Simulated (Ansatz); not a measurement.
Born–Oppenheimer molecular dynamics of BF2H2N (6 atoms, charge 0, multiplicity 1). It starts from a relaxed structure.

Level of theory: Ansatz 0.2.0, RKS B3LYP-D4/STO-3G.

```json
{
 "ensemble": "NVT, Nosé–Hoover chain",
 "time step": "1 fs",
 "steps asked": "250",
 "set temperature": "1500 K",
 "thermostat": "time constant 100 fs, chain length 3 (defaults)",
 "seed": "982023"
}
```

First frame:

```xyz
6
Properties=species:S:1:pos:R:3
B 0.046 0.000 -0.027
F -0.052 -0.620 1.154
N 1.280 0.000 -0.739
H 2.140 -0.464 -0.396
H 1.413 0.464 -1.656
F -1.025 0.620 -0.532
```

Q: How far do the bonds stretch over the last three quarters of this one trajectory? (Pairs bonded in most of those frames.)

A: 
```tsv
bond	mean (Å)	spread (Å)	shortest	longest
B1–F2	1.348	0.049	1.25	1.46
B1–N3	1.455	0.062	1.34	1.61
B1–F6	1.345	0.040	1.26	1.43
N3–H4	1.044	0.014	1.02	1.08
N3–H5	1.044	0.016	1.01	1.07
```

Mean temperature of the second half: 1420 K. The conserved energy stayed within 1.5 meV per atom of its start (net change 0.51 meV per atom), so the integration is sound. A run of 0.25 ps of so small a system gives no equilibrium averages. Limits of this set-up: minimal basis.

Run time: 3.4 min on 1 thread of Arm Neoverse V1 (shared host), peak memory 0.076 GiB.
